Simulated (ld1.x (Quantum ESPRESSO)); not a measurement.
# Ga, TM: configuration errors across variants

```json
{
  "Element": "Ga",
  "Generator": "ld1.x (Quantum ESPRESSO) 7.5",
  "Type": "norm-conserving Troullier–Martins (Kleinman–Bylander form)",
  "Functional": "BLYP",
  "Relativity": "scalar-relativistic",
  "Frozen core": "[Ar] 3d10",
  "Valence charge": "3",
  "Reference configuration": "4s2 4p1",
  "Partial waves": "4s (bound): rc 2.00 bohr; 4p (bound): rc 2.00 bohr",
  "Local potential": "the p channel",
  "Core correction": "none"
}
```

All-electron excitation energies from the reference (eV): (1) 4s2 4p0 5.669; (2) 4s1 4p0 26.908; (3) 4s2 4p0.5 2.007; (4) 4s1 4p1 13.054; (5) 4s1 4p2 6.584; (6) 4s0 4p3 13.506; (7) 4s2 4p1.3 -0.512.

A true bound ghost makes a file unfit for plane-wave use even where its test errors are small: the radial tests pick states by their node count and pass the ghost by.

Errors AE − PS in meV (a dash: test not solved or not reliable):

| change | (1) | (2) | (3) | (4) | (5) | (6) | (7) | bound ghosts |
| --- | --- | --- | --- | --- | --- | --- | --- | --- |
| base | +21 | +166 | +3.6 | +25 | +20 | +117 | +0.7 | s |
| all radii scaled by about 0.77 (s 1.54, p 1.54 bohr) | +25 | +179 | +4.3 | +32 | +27 | +167 | +0.8 | s |
| all radii scaled by about 0.85 (s 1.70, p 1.70 bohr) | +23 | +176 | +4.0 | +29 | +24 | +141 | +0.7 | s |
| all radii scaled by about 0.97 (s 1.94, p 1.94 bohr) | +21 | +168 | +3.6 | +26 | +20 | +121 | +0.7 | s |
| all radii scaled by about 1.15 (s 2.30, p 2.30 bohr) | +23 | +164 | +3.9 | +22 | +18 | +104 | +0.7 | none |
| all radii scaled by about 1.26 (s 2.52, p 2.52 bohr) | +26 | +164 | +4.4 | +19 | +16 | +103 | +0.8 | none |
| all radii scaled by about 1.35 (s 2.70, p 2.70 bohr) | +30 | +162 | +5.0 | +13 | +14 | +102 | +0.9 | none |

(1) Give the same row for: all radii scaled by about 1.09 (s 2.18, p 2.18 bohr).

## Answers

(1) +22, +164, +3.7, +23, +18, +107, +0.7; bound ghosts: none.
